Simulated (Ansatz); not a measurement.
CH3N (SMILES [CH]N): geometry of the low-spin state from B3LYP-D3(BJ)/def2-TZVP.
(charge 0, multiplicity 1):
```
atom    x (Å)    y (Å)    z (Å)
----  -------  -------  -------
C      0.6931  -0.3712   0.0187
N     -0.5029   0.1518  -0.0070
H      1.4062   0.4728  -0.0309
H     -0.7299   1.1450  -0.0621
H     -1.3144  -0.4527   0.0295
```
The high-spin state stands at its own minimum; R- takes a restricted low-spin state.

Codes used: Ansatz (Gaussian orbitals). Each number belongs to the level named beside it.

The gap E(multiplicity 1) − E(multiplicity 3) (kcal/mol) and the share of exact exchange:

```
functional           exact exchange (%)   value
-------------------  ------------------  ------
R-PBE/def2-TZVPP                      0  -31.37
R-PBE0/def2-TZVPP                    25  -29.24
R-B3LYP/def2-TZVPP                   20  -32.89
R-BHLYP/def2-TZVPP                   50  -30.63
R-r2SCAN/def2-TZVPP                   0  -25.94
```

Problem. Take the value as linear in the share of exact exchange along PBE and PBE0. Give the slope, say whether the sign turns, and set the other functionals against that line.

Solution. 
Slope: (-29.24 − (-31.37))/2.5 = 0.85 kcal/mol for each 10 %. The line keeps its sign from 0 to 100 %. At 50 % it gives -27.1 kcal/mol. From B3LYP to BHLYP the slope is (-30.63 − (-32.89))/3 = 0.75 for each 10 %. BHLYP, at 50 %, lies -3.5 from the PBE line. B3LYP, at 20 %, lies -3.2 from the PBE line. r2SCAN, with none, stands 5.4 from PBE.

Ansatz is an electronic-structure program.
